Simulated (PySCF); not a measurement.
Stationary points of [PbH5]-

Method: PySCF, PBE0, basis Pb def2-TZVPD with ECP60, H def2-TZVPD (scalar-relativistic core potentials, no spin–orbit coupling, density fitting).

Relaxations began from a few typed shapes. The search is not exhaustive: other isomers or separated fragments can lie lower, and high-lying points may rest on an excited occupation.

Problem. Order these stationary points by electronic energy, lowest first, in kJ/mol from the lowest minimum.
A. singlet D3h: Pb–H 1.819 Å (×3), Pb–H 1.963 Å (×2); H–Pb–H 90.0° (×6), H–Pb–H 120.0° (×3), H–Pb–H 180.0°
B. singlet C4v: Pb–H 1.796 Å, Pb–H 1.898 Å (×4); H–Pb–H 87.2° (×4), H–Pb–H 102.7° (×4), H–Pb–H 154.6° (×2)

Solution. A (0.0), B (8.7).

Problem. Which of them are minima?

Solution. By energy in kJ/mol, 0.0: minimum; 8.7: saddle point, 1 imaginary mode.

Counting electrons, lead keeps none of its valence electrons outside its bonds, so the VSEPR class is AX5 and the expected shape is trigonal bipyramidal (D3h), as computed.

For the lowest minimum: the lowest empty level of this anion is unbound, so it and the gap depend on the basis. Spin–orbit coupling, left out here, can matter for elements this heavy.
